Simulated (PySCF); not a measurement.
Interval between two levels of Ni⁺ by level of theory

Ni⁺ [Ar] 3d9 [2D5/2, M_J = 5/2] → Ni⁺ [Ar] 3d8 4s1 [4F9/2, M_J = 9/2], as a difference of total energies. Computed with PySCF 2.14 in x2c-TZVPall-2c, with the two-component X2C-1e Hamiltonian. Correlated levels: [Ne] frozen; the 6 highest virtual spinors dropped. "Screened" scales the spin-orbit matrix elements by Boettger's factors to mimic the two-electron term; Breit and QED terms are absent.

| method | interval between two levels (cm⁻¹) |
| --- | --- |
| GHF (spin-free) | -8092.5 |
| GMP2 (spin-free) | 13436 |
| GHF (screened spin-orbit) | -8505.4 |
| GMP2 (screened spin-orbit) | 13015 |

Errors of the correlated levels include the incompleteness of this basis and the frozen core.

The labels give the starting determinants; with spin-orbit coupling the two ends relaxed to ⟨J²⟩ = 8.76, ⟨L²⟩ = 6.01, ⟨S²⟩ = 0.75 and ⟨J²⟩ = 24.76, ⟨L²⟩ = 12.01, ⟨S²⟩ = 3.75.

Q: Which method comes closest to the reference value, and which is furthest?

A: The reference is 8393.9 cm⁻¹ (measured; NIST Handbook of Basic Atomic Spectroscopic Data (Sansonetti and Martin, J. Phys. Chem. Ref. Data 34, 1559 (2005))). Closest: GMP2 (screened spin-orbit) (error 4621.0 cm⁻¹); furthest: GHF (screened spin-orbit) (error -16899 cm⁻¹).
